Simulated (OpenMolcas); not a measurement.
Computed levels of 5s2 5p in ions with 49 electrons, in cm-1 above 2P* 1/2.

* Program: OpenMolcas
* Method: CASSCF
* Basis: ANO-RCC-VQZP
* Scalar Hamiltonian: DKH2, point nucleus
* Spin-orbit coupling: RASSI with atomic mean-field integrals over the reference wave functions, term energies averaged over their components

Active space for each ion: 3 electrons in 8 orbitals (5s 5p 6s 6p).

| Level | Sb2+ | I4+ | Xe5+ |
| --- | --- | --- | --- |
| 2P* 3/2 | 5630 | 10308 | 13417 |

Estimate 2P* 3/2 for Te3+ from its neighbours Sb2+ and I4+.

2P* 3/2 is fine structure, which grows about as the fourth power of a screened charge, so the fourth roots are averaged: ((5630^0.25 + 10308^0.25) / 2)^4 = 7706. The calculation gives 7915, so the estimate is off by -2.6 %; the measured value is 9223 (Moore, Atomic Energy Levels, vol. III, NSRDS-NBS 35 (1971 reprint of NBS Circular 467, 1958)).

The run also gave levels led by 5s2 6p, which use shells meant for correlation; these and all levels above them are left out (holds for Sb2+; Te3+). Active for correlation alone: 6p 6s; no level in the range computed is led by a configuration that fills them, so any true level of that kind is missing (holds for I4+; Xe5+). Computed and measured levels are paired by configuration, term and J; levels that our copy of the source lacks, or whose pairing is in doubt (as where it misses far off the trend of its configuration), stay unpaired and out of the deviations. Only configurations of the active space appear.

* marks odd parity.
